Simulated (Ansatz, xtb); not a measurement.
Pulling on the In1–F3 bond in BrFHIn (SMILES [F][InH][Br]) (multiplicity 1 held, fragments rigid). Energies count from the point at 1.956 Å.
Geometry at that point (charge 0, multiplicity 1):
| atom | x (Å) | y (Å) | z (Å) |
|---|---|---|---|
| In | -0.5725 | 0.3010 | -0.5633 |
| H | -1.8741 | -0.2261 | -1.5162 |
| F | -0.0160 | 2.1754 | -0.6022 |
| Br | 0.8591 | -0.9742 | 0.9867 |

R- and RO- levels are restricted; in cc, def2 and unpolarised 6-31G sets they are followed outwards from rest. U- levels take the lowest unrestricted solution at each point, which mixes spins at long bonds. Left out are points that failed, MP2 points in a non-variational dive below the minimum, coupled-cluster points behind a sign of a changed root (a jump of the amplitudes, or a one-step jump against full CI or MRCI), small-basis points behind a change of solution, and semi-empirical points at long bonds. Levels need not reach the same state.

Correlated levels freeze the cores. Filled d and f shells under p-block atoms count as core.

Run with Ansatz (a first-principles code) with Gaussian orbitals; xtb for the GFN methods.  In def2 rows elements past Kr take small-core potentials, without spin–orbit coupling. The GFN methods have no spin term and hold the electronic entropy of 300 K.

Energies in kJ/mol.

```json
[
 {"R (Å)": "1.565", "GFN2-xTB": "…", "R-HF/def2-SVP": "338", "R-SCS-MP2/def2-SVP": "361", "U-SCS-MP2/def2-SVP": "361", "R-CCSD(T)/def2-SVP": "362", "U-CCSD(T)/def2-SVP": "362"},
 {"R (Å)": "1.760", "GFN2-xTB": "20", "R-HF/def2-SVP": "54", "R-SCS-MP2/def2-SVP": "65", "U-SCS-MP2/def2-SVP": "65", "R-CCSD(T)/def2-SVP": "65", "U-CCSD(T)/def2-SVP": "65"},
 {"R (Å)": "1.956", "GFN2-xTB": "0", "R-HF/def2-SVP": "0", "R-SCS-MP2/def2-SVP": "0", "U-SCS-MP2/def2-SVP": "0", "R-CCSD(T)/def2-SVP": "0", "U-CCSD(T)/def2-SVP": "0"},
 {"R (Å)": "2.151", "GFN2-xTB": "12", "R-HF/def2-SVP": "38", "R-SCS-MP2/def2-SVP": "30", "U-SCS-MP2/def2-SVP": "30", "R-CCSD(T)/def2-SVP": "29", "U-CCSD(T)/def2-SVP": "29"},
 {"R (Å)": "2.347", "GFN2-xTB": "38", "R-HF/def2-SVP": "109", "R-SCS-MP2/def2-SVP": "95", "U-SCS-MP2/def2-SVP": "95", "R-CCSD(T)/def2-SVP": "93", "U-CCSD(T)/def2-SVP": "93"},
 {"R (Å)": "2.640", "GFN2-xTB": "…", "R-HF/def2-SVP": "225", "R-SCS-MP2/def2-SVP": "204", "U-SCS-MP2/def2-SVP": "204", "R-CCSD(T)/def2-SVP": "199", "U-CCSD(T)/def2-SVP": "199"},
 {"R (Å)": "2.933", "GFN2-xTB": "152", "R-HF/def2-SVP": "331", "R-SCS-MP2/def2-SVP": "304", "U-SCS-MP2/def2-SVP": "396", "R-CCSD(T)/def2-SVP": "291", "U-CCSD(T)/def2-SVP": "302"},
 {"R (Å)": "3.422", "GFN2-xTB": "240", "R-HF/def2-SVP": "470", "R-SCS-MP2/def2-SVP": "434", "U-SCS-MP2/def2-SVP": "452", "R-CCSD(T)/def2-SVP": "383", "U-CCSD(T)/def2-SVP": "411"},
 {"R (Å)": "3.911", "GFN2-xTB": "299", "R-HF/def2-SVP": "569", "R-SCS-MP2/def2-SVP": "523", "U-SCS-MP2/def2-SVP": "464", "R-CCSD(T)/def2-SVP": "324", "U-CCSD(T)/def2-SVP": "443"},
 {"R (Å)": "4.498", "GFN2-xTB": "337", "R-HF/def2-SVP": "652", "R-SCS-MP2/def2-SVP": "582", "U-SCS-MP2/def2-SVP": "467", "R-CCSD(T)/def2-SVP": "-82", "U-CCSD(T)/def2-SVP": "450"},
 {"R (Å)": "5.280", "GFN2-xTB": "left out", "R-HF/def2-SVP": "723", "R-SCS-MP2/def2-SVP": "601", "U-SCS-MP2/def2-SVP": "468", "R-CCSD(T)/def2-SVP": "-660", "U-CCSD(T)/def2-SVP": "451"},
 {"R (Å)": "6.258", "GFN2-xTB": "left out", "R-HF/def2-SVP": "773", "R-SCS-MP2/def2-SVP": "562", "U-SCS-MP2/def2-SVP": "469", "R-CCSD(T)/def2-SVP": "-828", "U-CCSD(T)/def2-SVP": "452"}
]
```

### Question
Some entries are withheld; supply them.

### Answer

- 1.565, GFN2-xTB: 141
- 2.640, GFN2-xTB: 92

Doubts at one or more of the structures used: a restricted determinant that unrestricted orbitals would lower (R-HF/def2-SVP, R-SCS-MP2/def2-SVP, R-CCSD(T)/def2-SVP); a spin-contaminated determinant (U-SCS-MP2/def2-SVP, U-CCSD(T)/def2-SVP); T1 above 0.05 (R-CCSD(T)/def2-SVP, U-CCSD(T)/def2-SVP); other coupled-cluster roots lie near (R-CCSD(T)/def2-SVP).
